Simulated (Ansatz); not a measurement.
`F[Si](F)(Cl)Br` + NH₃ → `N[Si](F)(Cl)Br` + H–F  (ligand exchange at the Si–F bond)

Calculated with Ansatz (gas phase, PBE0-D4/def2-TZVP geometries, no zero-point term in ΔE). CCSD(T)/CBS adds triple-zeta CCSD(T) − MP2 to the extrapolated MP2 energy (def2 sets, frozen cores). This one scheme is used for every species. DFT in def2-TZVPP. For Br outer-core shells are correlated without core-valence functions, which leaves a few kJ/mol of doubt a bond. Scalar relativity is left out up to krypton. Each species was taken in one conformer, which may not be the lowest.

`F[Si](F)(Cl)Br`:

Cartesian coordinates in Å:
```
F 0.762 1.338 -0.535
Si 0.096 0.011 -0.019
F 1.238 -0.897 0.566
Cl -0.770 -0.935 -1.565
Br -1.326 0.482 1.553
```

NH₃:

Cartesian coordinates in Å:
```
N 0.279 -0.012 -0.036
H -0.220 -0.333 -0.856
H -0.023 -0.587 0.740
H -0.036 0.932 0.152
```

`N[Si](F)(Cl)Br`:

Cartesian coordinates in Å:
```
N 0.899 -0.617 0.122
Si -0.485 0.295 -0.123
F -0.922 0.445 -1.639
Cl -2.044 -0.608 0.811
Br -0.151 2.341 0.596
H 1.824 -0.236 0.025
H 0.878 -1.619 0.208
```

H–F:

Cartesian coordinates in Å:
```
F 0.082 -0.448 0.065
H -0.082 0.448 -0.065
```

CCSD(T)/CBS gives +16.5 kcal/mol.

(1) Another level gave +17.8 kcal/mol. Which?
A. PBE0/def2-TZVPP
B. HF/def2-TZVPP
C. revPBE-D4/def2-TZVPP
D. RPA@PBE/def2-TZVPP

Largest T1 diagnostic among the species: 0.010.

Results:

(1) D. RPA@PBE/def2-TZVPP 17.8, PBE0 16.5, HF/def2-TZVPP 19.2, revPBE-D4 15.3 kcal/mol.

Leaving LDA and LC-ωPBE aside and taking each functional with its dispersion term where it has one, the values, not all of them listed here, spread over 4.3 kcal/mol, from revPBE-D4 to B97M-V. LDA lies −2.1 kcal/mol from PBE without D4. The D4 term adds −1.6 kcal/mol with B3LYP and −0.9 kcal/mol with PBE0; it sums over pairs of atoms, weighted by their polarisabilities, and B3LYP, whose exchange is more repulsive, gets the larger term.

B3LYP here is the variant with VWN-RPA as its local correlation; programs differ in this.
